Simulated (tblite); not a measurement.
C6H10BO (doublet state).
SMILES with atom numbers: `[BH:1][C:2]#[C:3][C@@H:4]([CH3:5])[CH2:6][O:7][CH3:8]` (hydrogens: H9 on B1; H10 on C4; H11, H12, H13 on C5; H14, H15 on C6; H16, H17, H18 on C8)
Bond orders are those of one Lewis drawing.

Computed with GFN2-xTB (tblite), gas phase: L-BFGS steps from a force-field or distance-geometry start until the largest atomic force falls under 0.01 eV/Å.

Geometry at step 7:
```
atom  x, y, z in Å
B1      3.1465    2.3117    0.3866
C2      2.3110    1.1704    0.2583
C3      1.5618    0.2041    0.1383
C4      0.6139   -0.8634    0.0452
C5      0.9397   -1.9433    1.0766
C6     -0.8269   -0.3693    0.2241
O7     -1.1673    0.5450   -0.7906
C8     -2.4709    1.0369   -0.6269
H9      3.0199    3.4425    0.5495
H10     0.7102   -1.2772   -0.9591
H11     0.2556   -2.7808    0.9746
H12     1.9579   -2.3018    0.9480
H13     0.8459   -1.5515    2.0866
H14    -0.9434    0.1033    1.2115
H15    -1.5099   -1.2326    0.1841
H16    -3.2092    0.2206   -0.6478
H17    -2.5809    1.5656    0.3310
H18    -2.6627    1.7263   -1.4482
```

Question: What forces act on the atoms?

Answer: 
```csv
atom,Fx (eV/Å),Fy (eV/Å),Fz (eV/Å)
B1,0.079,0.156,0.043
C2,-0.238,0.093,0.002
C3,0.220,0.219,0.072
C4,-0.040,-0.197,-0.036
C5,-0.010,-0.174,0.131
C6,-0.105,-0.029,0.031
O7,-0.063,-0.003,0.037
C8,-0.033,0.003,0.011
H9,0.206,0.112,-0.003
H10,-0.088,-0.149,-0.228
H11,-0.025,-0.084,-0.023
H12,0.003,0.001,-0.045
H13,-0.007,0.071,0.020
H14,0.043,0.039,0.045
H15,-0.054,-0.072,0.022
H16,0.042,0.050,-0.053
H17,0.034,0.013,-0.061
H18,0.036,-0.049,0.035
```

The largest, 0.32 eV/Å, acts on C3; the rms over all components is 0.095 eV/Å. The forces sum to zero within rounding, as they must for an isolated molecule in no field.

Question: Give the force on C3 in Eh/bohr and in nN.

Answer: 0.319 eV/Å ÷ 51.422 = 0.00620 Eh/bohr, and 0.319 eV/Å × 1.602 = 0.51 nN.

Question: How far is this geometry from the end of the optimisation?

Answer: 0.100 eV above it, and 0.224 Å rms away after alignment. The bonds farthest from their final lengths, with half the difference of the two atoms' forces along the bond (positive lengthens):

```json
{"bond": "B1–C2", "now (Å)": "1.420", "final (Å)": "1.403", "force along bond (eV/Å)": "+0.12"}
{"bond": "C2≡C3", "now (Å)": "1.229", "final (Å)": "1.242", "force along bond (eV/Å)": "-0.19"}
{"bond": "C3–C4", "now (Å)": "1.431", "final (Å)": "1.443", "force along bond (eV/Å)": "+0.24"}
{"bond": "C4–H10", "now (Å)": "1.090", "final (Å)": "1.098", "force along bond (eV/Å)": "+0.08"}
{"bond": "C4–C5", "now (Å)": "1.528", "final (Å)": "1.535", "force along bond (eV/Å)": "+0.05"}
{"bond": "C4–C6", "now (Å)": "1.534", "final (Å)": "1.540", "force along bond (eV/Å)": "+0.06"}
```

The angle farthest from its final value is C2–B1–H9, 137.6° against 179.3°.

Of the 3 listed bonds off by 0.010 Å or more, this force points towards the final length in 1.

The cost below is that of the whole relaxation. On Arm Neoverse V1, one thread, no GPU, shared host, this took 0.79 s of wall time.
